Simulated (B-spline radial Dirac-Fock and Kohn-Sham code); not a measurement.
In the model described below, an M1 (3s) vacancy in lanthanum as La²⁺ in the configuration 1s2 2s2 2p6 3s2 3p6 3d10 4s2 4p6 4d10 5s2 5p6 5d1, inside a Watson sphere of charge -2 and radius 1.6 Å (a model of the Madelung potential; inside it an electron's potential energy is raised by 18.0 eV), lives for 0.060 fs, which corresponds to a natural width of 10.9 eV. Out of 1000 such holes, about 0.63 decay by emitting a photon, 948 by a Coster-Kronig transition that moves the hole within the M shell, and the rest by ordinary Auger emission. The strongest X-ray line is M1-N3 at 1164.8 eV, with 43 % of the radiative rate. The strongest electron group is M1-M3N3 near 3 eV, with 16 % of the non-radiative rate. The Coster-Kronig yields by final subshell (the deeper hole where both stay in the shell) are M2 0.309, M3 0.412, M4 0.094, M5 0.133. Independent-particle models tend to overestimate Coster-Kronig rates.

Calculated with a radial finite-basis atomic code, using a relativistic independent-particle model: LDA orbitals of the hole state, radiative multipoles to third order, Auger rates from the Coulomb interaction with a continuum orbital, Dirac-Fock energies.
